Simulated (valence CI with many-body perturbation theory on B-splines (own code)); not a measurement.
**Level structure of Sr7+**

Calculated by configuration interaction combined with many-body perturbation theory (CI+MBPT): three valence electrons over a frozen Dirac-Fock core [Ar] 3d10, a basis of 11 s, 11 p, 9 d, 7 f, 5 g, 2 h, 1 i functions for each j, with the one-electron correlation potential Σ1 (screened to all orders), the two-electron term Σ2, the three-electron term Σ3, Breit, model QED; selected single and double excitations, second order for the rest, scaled by the run's own slope (own B-spline code, finite nucleus).

Set against measurement, 9 paired levels are off by 104 cm⁻¹ on average, the worst by 168. These come from a selection out of Sansonetti, J. Phys. Chem. Ref. Data 41, 013102 (2012). Levels without a partner in it may be off by more.

Levels 46 to 74 of 74, with energies above the lowest level, 4s2 4p 2P°_1/2. "Leading %" is the weight of the configuration and term that name the level; weights of strongly mixed levels are sums over their largest components and can fall short. In the jj column 3d3/2^4 stands for four electrons in 3d with j = 3/2.

```tsv
No.	Configuration	Term	J	E (cm⁻¹)	Leading %	Second component	Leading jj
46	4s 4p 5s	4P°	1/2	559570	96		4s 4p1/2 5s (94 %)
47	4s 4p 5s	4P°	3/2	563430	94		4s 4p1/2 5s (72 %)
48	4s 4p 5s	4P°	5/2	572620	99		4s 4p3/2 5s (99 %)
49	4s 4p 5s	2P°	1/2	573450	95		4s 4p1/2 5s (77 %)
50	4s 4p 5s	2P°	3/2	583140	93	4 % 4s 4p 5s 4P°	4s 4p3/2 5s (93 %)
51	4s2 5d	2D	3/2	584970	95		4s^2 5d3/2 (95 %)
52	4s2 5d	2D	5/2	585680	95		4s^2 5d5/2 (95 %)
53	4p2 4d	4F	3/2	589680	85	6 % 4s 4p 4f 4F	4p1/2^2 4d3/2 (52 %)
54	4p2 4d	2F	5/2	591090	81	7 % 4s 4p 4f 2F	4p1/2 4p3/2 4d3/2 (43 %)
55	4p2 4d	4F	5/2	592790	84	6 % 4s 4p 4f 4F	4p1/2 4p3/2 4d3/2 (59 %)
56	4p2 4d	2F	7/2	595470	63	12 % 4p2 4d 4F	4p1/2 4p3/2 4d3/2 (53 %)
57	4p2 4d	4F	7/2	597000	70	13 % 4p2 4d 4D	4p1/2 4p3/2 4d5/2 (78 %)
58	4p2 4d	4F	9/2	600740	75	15 % 4p2 4d 2G	4p1/2 4p3/2 4d5/2 (67 %)
59	4p2 4d	4D	3/2	602340	51	38 % 4p2 4d 2P	4p1/2 4p3/2 4d3/2 (64 %)
60	4p2 4d	4D	1/2	602650	83	11 % 4p2 4d 2P	4p1/2 4p3/2 4d3/2 (91 %)
61	4p2 4d	4D	5/2	606970	80	7 % 4p2 4d 4F	4p1/2 4p3/2 4d5/2 (39 %)
62	4p2 4d	2P	3/2	608610	55	36 % 4p2 4d 4D	4p1/2 4p3/2 4d5/2 (69 %)
63	4p2 4d	2G	7/2	610280	56	14 % 4p2 4d 4D	4p3/2^2 4d3/2 (32 %)
64	4p2 4d	4D	7/2	612780	60	15 % 4p2 4d 2F	4p3/2^2 4d5/2 (74 %)
65	4p2 4d	2G	9/2	615110	64	15 % 4p2 4d 4F	4p3/2^2 4d5/2 (61 %)
66	4p2 4d	2P	1/2	617230	83	10 % 4p2 4d 4D	4p3/2^2 4d5/2 (63 %)
67	4s 4p 5p	4D	1/2	621660	63	30 % 4s 4p 5p 2P	4s 4p1/2 5p1/2 (91 %)
68	4s 4p 5p	4D	3/2	625200	63	28 % 4s 4p 5p 2P	4s 4p1/2 5p1/2 (68 %)
69	4s 4p 5s	2P°	1/2	626460	94		4s 4p3/2 5s (70 %)
70	4s 4p 5s	2P°	3/2	627110	94		4s 4p3/2 5s (74 %)
71	4p2 4d	2D	5/2	628530	55	21 % 4p2 4d 4P	4p1/2 4p3/2 4d5/2 (74 %)
72	4s 4p 5p	2P	3/2	629130	24	24 % 4s 4p 5p 4P	4s 4p1/2 5p3/2 (68 %)
73	4s 4p 5p	4P	1/2	629830	38	37 % 4s 4p 5p 2P	4s 4p1/2 5p3/2 (57 %)
74	4s 4p 5p	4P	1/2	630680	47	22 % 4s 4p 5p 2P	4s 4p1/2 5p1/2 (52 %)
```

Names give the largest LS component (configuration and term), which can be under half, so a name can repeat, a term be missing and a line seem to break the LS rules; names also repeat where a configuration has a term twice.

Where two levels of one J and parity lie close, their mixing, g and order are uncertain.
